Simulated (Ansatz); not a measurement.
Program: Ansatz. Geometries: PBE0-D4/def2-TZVP. ΔE: electronic, gas phase. CBS: MP2 limit from def2 TZ/QZ plus the TZ coupled-cluster correction, frozen cores. This one scheme is used for every species. Functionals use def2-TZVPP. B3LYP here is the variant with VWN-RPA as its local correlation; programs differ in this. HSE06 is defined as in plane-wave codes. Triplets are unrestricted, without spin–orbit coupling. Elements past krypton have def2 core potentials. For Sb outer-core shells are correlated without core-valence functions, which leaves a few kJ/mol of doubt a bond. One conformer a species, not always the lowest.

Reaction (formal loss of a carbene): `[NH2][SbH][CH2]S` → `[CH2]` (triplet) + `[NH2][SbH][SH]`

```tsv
level	ΔE (kcal/mol)	difference from CCSD(T)/CBS
LDA (SPW92)	99.6	15.9
r2SCAN-D4	76.5	-7.2
B97M-V	81.3	-2.4
r2SCANh-D4	76.1	-7.6
r2SCAN0-D4	75.5	-8.2
HSE06-D4	81.8	-1.9
BHLYP-D4	77.4	-6.3
CAM-B3LYP-D4	81.6	-2.1
B2PLYP	80.3	-3.4
PBE0	80.2	-3.5
B3LYP	77.5	-6.2
LC-ωPBE	80.2	-3.5
MP2/def2-TZVPP	84.9	1.2
HF/def2-QZVPP	45.8	-37.9
MP2/def2-QZVPP	86.0	2.3
HF/CBS(def2)	45.8	-37.9
CCSD(T)/CBS	83.7	0
```

Largest T1 diagnostic among the species: 0.013.

Leaving LDA and LC-ωPBE aside and taking each functional with its dispersion term where it has one, the values, not all of them listed here, spread over 10.1 kcal/mol, from r2SCAN0-D4 to ωB97X-V. LDA lies +17.4 kcal/mol from PBE without D4. From r2SCAN to r2SCAN0 (25 % exact exchange), in def2-TZVPP and without D4, ΔE moves by −1.1 kcal/mol. The D4 term adds +2.9 kcal/mol with B3LYP and +1.5 kcal/mol with PBE0; it sums over pairs of atoms, weighted by their polarisabilities, and B3LYP, whose exchange is more repulsive, gets the larger term.

CCSD(T)/CBS has its own doubt, a few kJ/mol and more with outer-core shells, so smaller differences from it don't rank the levels.
